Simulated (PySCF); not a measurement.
Exercise with solution: chemical shift, span and skew from a shielding tensor

C3H6GeO, SMILES C#C[CH2][GeH2][OH]. Atoms are numbered in the order given.

```xyz
11

C     -0.2698     3.1621     0.0000
C      0.3222     2.1039     0.0000
C      0.9738     0.8065     0.0000
Ge    -0.3594    -0.6481     0.0000
O      0.6532    -2.1290     0.0000
H     -0.7796     4.1065     0.0000
H      1.6135     0.6745     0.8881
H      1.6135     0.6745    -0.8881
H     -1.2346    -0.5864     1.2724
H     -1.2346    -0.5864    -1.2724
H      0.1401    -2.9472     0.0000
```
Charge 0, spin multiplicity 1.

Coordinates come from a B3LYP-D3(BJ)/def2-SVP optimisation. This is a generated structure with no PubChem entry under its InChIKey; it may be hypothetical. Other conformers were not sampled.

GIAO shieldings from PBE/pcSseg-1 (PySCF), non-relativistic, no solvent. The symmetric part of the tensor of C1 has the principal values 33.2, 38.1, 257.2 ppm. The same nucleus in TMS has σ = 182.0 ppm at this level (PySCF, at its B3LYP-D3(BJ)/def2-TZVP geometry).

Work out the isotropic shielding, the ¹³C shift against TMS, the span and the skew.


σ(iso) = (σ11 + σ22 + σ33)/3 = 109.5 ppm. δ = σ(ref) − σ(iso) = 182.0 − (109.5) = 72.5 ppm.
Span Ω = σ33 − σ11 = 224.0 ppm. Skew κ = 3(σ(iso) − σ22)/Ω = 0.96. Tumbling in solution averages the tensor to δ; in a static solid the shielding alone would spread this spin-1/2 line over Ω.
